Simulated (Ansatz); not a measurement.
C2H4FNOSi can be A, `O[SiH]1C=C(F)N1`, or B, `N#CC(O)(F)[SiH3]`.

Calculated with Ansatz (gas phase, PBE0-D4/def2-TZVP geometries, no zero-point term in ΔE). CBS: MP2 limit from def2 TZ/QZ plus the TZ coupled-cluster correction, frozen cores. Functionals use def2-TZVPP. B3LYP here is the variant with VWN-RPA as its local correlation; programs differ in this. One conformer a species, not always the lowest.

A:

Z-matrix (Å, degrees):
```
Si
C 1 1.826
C 1 2.163 2 38.3
N 1 1.794 2 77.8 3 6.3
O 1 1.630 2 123.4 3 120.4
H 1 1.475 2 119.7 3 -102.8
H 2 1.075 1 146.7 3 179.0
F 3 1.322 1 170.8 2 -139.2
H 4 1.011 1 128.0 2 -126.5
H 5 0.959 1 117.3 2 -35.5
```

B:

```xyz
10

N    -1.887    1.665   -0.962
C    -1.158    1.064   -0.307
C    -0.179    0.284    0.467
O     0.861    1.063    0.909
F    -0.868   -0.256    1.548
Si    0.554   -1.173   -0.572
H     0.521    1.866    1.322
H     1.513   -1.872    0.314
H     1.220   -0.594   -1.760
H    -0.575   -2.047   -0.959
```

Task: Which isomer does CCSD(T)/CBS put lower? Give the gap. (An estimate is asked.)

Result: Computed: A, by 52.0 kcal/mol.

Task: Give E(B) − E(A) in kcal/mol with B3LYP, BLYP-D4, B3LYP-D4, ωB97M-V, CCSD/def2-TZVPP, HF/def2-TZVPP, PBE0-D4. (An estimate is asked.)

Result: Ansatz gave: B3LYP 49.2, BLYP-D4 45.4, B3LYP-D4 49.6, ωB97M-V 52.8, CCSD/def2-TZVPP 48.7, HF/def2-TZVPP 46.6, PBE0-D4 56.4. None reverses the order clearly.

Task: Does the order hold for the free energy at 298.15 K (harmonic terms from PBE0-D4)? (An estimate is asked.)

Result: The calculation gave: Yes: G(B) − G(A) = +46.6 kcal/mol, for one conformer each.

Largest T1 diagnostic: 0.014.

Leaving LDA and LC-ωPBE aside and taking each functional with its dispersion term where it has one, the values, not all of them listed here, spread over 13.1 kcal/mol, from BLYP-D4 to r2SCAN0-D4. LDA lies +10.1 kcal/mol from PBE without D4. From BLYP to BHLYP (50 % exact exchange), in def2-TZVPP and without D4, E(B) − E(A) moves by +7.6 kcal/mol.
